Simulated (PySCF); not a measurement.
Ge(OH)2(SH)2 (GeH4O2S2), SMILES [SH][Ge]([OH])([SH])[OH]. Atoms are numbered in the order given.

```xyz
9

O      0.3059    -1.4338    -1.2276
Ge     0.0000     0.0000    -0.2344
O     -0.3059     1.4338    -1.2276
S     -1.8654    -0.1610     0.9304
S      1.8654     0.1610     0.9304
H     -0.5050    -1.7805    -1.6190
H      0.5050     1.7805    -1.6190
H     -2.3677     0.9273     0.3047
H      2.3677    -0.9273     0.3047
```
Charge 0, spin multiplicity 1.

The structure is a stationary point at PBE0-D3(BJ)/def2-SVP. The structure was generated by enumeration, and PubChem lists no compound with its InChIKey, so it may never have been made. The values are those of a single conformer.

Two levels are set side by side: PBE/pcSseg-1 (PySCF) and B3LYP/pcSseg-1 (PySCF). GIAO shifts against GeH4 (⁷³Ge), H2O (¹⁷O), H2S (³³S), TMS (¹H) at the same level; non-relativistic, no solvent, atoms listed together averaged. Differences are taken from unrounded values.

```csv
quantity,B3LYP
"δ(¹⁷O) of O1, O3 (ppm)",108.3
δ(⁷³Ge) of Ge2 (ppm),466.2
"δ(³³S) of S4, S5 (ppm)",47.8
"δ(¹H) of H6, H7 (ppm)",1.95
"δ(¹H) of H8, H9 (ppm)",1.76
```

Problem. What does PBE give, and how far is it from B3LYP? (An estimate is asked for; the answer gives what the named calculation found.)

Solution. 
| quantity | PBE | PBE minus B3LYP |
|---|---|---|
| δ(¹⁷O) of O1, O3 (ppm) | 123.0 | 14.7 |
| δ(⁷³Ge) of Ge2 (ppm) | 483.6 | 17.4 |
| δ(³³S) of S4, S5 (ppm) | 61.9 | 14.0 |
| δ(¹H) of H6, H7 (ppm) | 2.04 | 0.09 |
| δ(¹H) of H8, H9 (ppm) | 1.89 | 0.13 |

Rough cost on one machine, each run with all the roots and properties that it gave: B3LYP against PBE within a factor of 2.
